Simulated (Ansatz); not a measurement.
Molecule: C4H2 (charge 0, singlet). SMILES: C#CC#C
Geometry: optimised at B3LYP-D3(BJ)/def2-TZVP (Ansatz, a program for electronic structure).

Quantity: atomisation energy, in kcal/mol. Terms: open shells spin-unrestricted; no dispersion term unless named; non-relativistic; valence correlation only; atomisation electronic, to ground-state atoms; six Cartesian d functions in 6-31G* and its kin unless marked 5d; no spin-orbit coupling; LANL2DZ all-electron up to Ne. First-principles rows: single points at B3LYP-D3(BJ) geometries (Ansatz). The Hartree-Fock reference of C#CC#C is unstable towards a lower, spin-broken solution.

```json
[
 {"level": "HF/3-21G", "program": "Ansatz", "atomisation energy (kcal/mol)": "462.1"},
 {"level": "PBE/3-21G", "program": "Ansatz", "atomisation energy (kcal/mol)": "713.1"},
 {"level": "B3LYP/3-21G", "program": "Ansatz", "atomisation energy (kcal/mol)": "675.7"},
 {"level": "B3LYP/LANL2DZ", "program": "Ansatz", "atomisation energy (kcal/mol)": "656.8"},
 {"level": "B3LYP/6-31G", "program": "Ansatz", "atomisation energy (kcal/mol)": "674.9"},
 {"level": "B3LYP/6-31G*", "program": "Ansatz", "atomisation energy (kcal/mol)": "687.6"},
 {"level": "MP2/3-21G", "program": "Ansatz", "atomisation energy (kcal/mol)": "626.7"},
 {"level": "B3LYP/def2-TZVPD", "program": "Ansatz", "atomisation energy (kcal/mol)": "694.2"},
 {"level": "wB97X-V/def2-TZVPD", "program": "Ansatz", "atomisation energy (kcal/mol)": "688.5"}
]
```

No value to compare with is used here. The 7 habitual levels span 462.1 (HF/3-21G) to 713.1 kcal/mol (PBE/3-21G); wB97X-V/def2-TZVPD gives 688.5.

The levels are drawn from those run, B3LYP/6-31G* more often than the rest, none by its result; runs whose electronic state is in doubt are left out.
